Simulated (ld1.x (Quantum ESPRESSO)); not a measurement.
# Before and after: TM potential for tellurium (Te)

ld1.x (Quantum ESPRESSO) 7.5 input, shortened:

```
&input
   title='Te', zed=52., rel=1, dft='PZ', iswitch=3,
   config='[Kr] 4d10 5s1.75 5p4.25'
 /
 &inputp
   pseudotype=2, tm=.true., lloc=-2, rcloc=1.75,
   nlcc=.true.
 /
2
5S  1  0   1.75   0.00  1.85  1.85  0.0
5P  2  1   4.25   0.00  1.70  1.70  0.0
 &test
   configts(1)='5s1.75 5p4.25'
 /
```

Change: local potential all-electron potential smoothed inside 1.40 bohr (lloc = -1).

Cutoffs: the cutoffs (Ry, on a coarse ladder) from which the occupation-weighted sum of valence levels, in a spherical-Bessel basis at the reference potential, stays within 10 and 1 mRy of its value at 400 Ry; they do not see the model core or the augmentation charge, which bear on the density cutoff. Errors are all-electron minus pseudo energies relative to the spin-unpolarised reference configuration.

Problem. What does the change do?

Solution. The potential gets neither clearly harder nor softer (40 Ry and 70 Ry → 35 Ry and 70 Ry); the bound ghosts move from d to d, p, s; of the 9 tests that both files solve, the error grows in 8 and shrinks in 0 by more than 15 % and 0.3 meV (median size 1.1 → 4.7 meV); the range in which the s phases agree widens (upper end 1.1 → 4.5); the range in which the p phases agree narrows (upper end 1.0 → -0.2). In the separable form a ghost depends on how the local part lies against the semilocal potential of the channel, so the choice of the local part can create or remove one.

| quantity | base | changed |
| --- | --- | --- |
| cutoff, loose | 40 Ry | 35 Ry |
| cutoff, tight | 70 Ry | 70 Ry |
| loose cutoff by channel (10 mRy a level) | s 15 Ry, p 30 Ry | s 21 Ry, p 15 Ry |
| bound ghosts | d | s, d, p |
| error for 5s2 5p4, meV [ΔE -2.32 eV] | 0.0 | +0.6 |
| error for 5s2 5p3, meV [ΔE 7.60 eV] | -1.0 | +13 |
| error for 5s2 5p2, meV [ΔE 25.77 eV] | -7.3 | +90 |
| error for 5s2 5p3.5, meV [ΔE 1.67 eV] | -0.7 | +0.8 |
| error for 5s2 5p4.3, meV [ΔE -3.83 eV] | +0.6 | +3.8 |
| error for 5s1 5p5, meV [ΔE 7.03 eV] | -1.7 | +5.7 |
| error for 5s2 5p0, meV [ΔE 89.91 eV] | -184 | -235 |
| error for 5s1.75 5p4.25 (spin-polarised), meV [ΔE -0.49 eV] | +2.0 | +4.3 |
| error for 5s2 5p4 (spin-polarised), meV [ΔE -2.80 eV] | +1.1 | +4.7 |
| s: phases at 2.00 bohr within 0.05 rad from the reference energy up to (Ry; the scan ends near 5) | 1.1 | 4.5 |
| p: phases at 2.00 bohr within 0.05 rad from the reference energy up to (Ry; the scan ends near 5) | 1.0 | -0.2 |

 A true bound ghost makes a file unfit for plane-wave use even where its test errors are small: the radial tests pick states by their node count and pass the ghost by.
